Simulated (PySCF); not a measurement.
Mapped SMILES: `[CH2:1]=[CH:2][Al@H-:3]([NH3+:4])[CH:5]([CH3:6])[CH3:7]`; H(Xn) means a hydrogen on atom n. Ha(C1) is cis to Al3; Hb(C1) is trans to Al3.

Calculated, not measured (PySCF 2.14): PBE0-D3(BJ)/def2-SVP structure, PBE/pcSseg-1 with gauge-including orbitals. One computed conformer, fast rotation and ring inversion assumed for equivalent nuclei, isolated molecule, relativity neglected.

Predict the 2D correlation tables (HSQC, COSY, HMBC).

## Answers



HSQC (one-bond C–H):
```
           δH          δC
6.57 (Hb(C1))  143.7 (C1)
 6.55 (H(C2))  154.2 (C2)
6.19 (Ha(C1))  143.7 (C1)
 1.12 (H(C6))   23.9 (C6)
 1.06 (H(C7))   23.2 (C7)
 0.40 (H(C5))    8.5 (C5)
```

COSY cross peaks (H two or three bonds apart, from the bond graph; peaks can be absent where the dihedral angle is near 90°):
```
           δH             δH
6.57 (Hb(C1))   6.55 (H(C2))
6.57 (Hb(C1))  6.19 (Ha(C1))
 6.55 (H(C2))  6.19 (Ha(C1))
 6.55 (H(C2))  4.22 (H(Al3))
4.22 (H(Al3))   0.40 (H(C5))
 1.12 (H(C6))   0.40 (H(C5))
 1.06 (H(C7))   0.40 (H(C5))
```

HMBC (two and three bonds, from the bond graph):
```
           δH                                                      δC
6.57 (Hb(C1))                                              154.2 (C2)
 6.55 (H(C2))                                    143.7 (C1), 8.5 (C5)
6.19 (Ha(C1))                                              154.2 (C2)
4.22 (H(Al3))  154.2 (C2), 143.7 (C1), 23.9 (C6), 23.2 (C7), 8.5 (C5)
 1.12 (H(C6))                                     23.2 (C7), 8.5 (C5)
 1.06 (H(C7))                                     23.9 (C6), 8.5 (C5)
 0.40 (H(C5))                        154.2 (C2), 23.9 (C6), 23.2 (C7)
```

Shifts are taken against calculated references (same method and geometry level): ¹H, ¹³C against TMS.

Short H···H contacts in this conformer between protons four or more bonds apart (candidates for NOE cross peaks, intensity ∝ r⁻⁶): Ha(C1)···H(C7) 2.48 Å, H(C6)···H(C7) 2.57 Å.

The OH or NH signal is concentration- and solvent-dependent in practice; the value given is the gas-phase one. Hydrides on Al or Ga are broadened by the quadrupolar metal nucleus. Shifts are as computed. Against solution values, carbons near 30 ppm lie about +2 ppm off and those near 130 ppm about +2 ppm. Of 1309 compounds with measured shifts, 239 miss one by over three times the rms of a fit or turn the order of signals round; such compounds aren't used in these exercises.
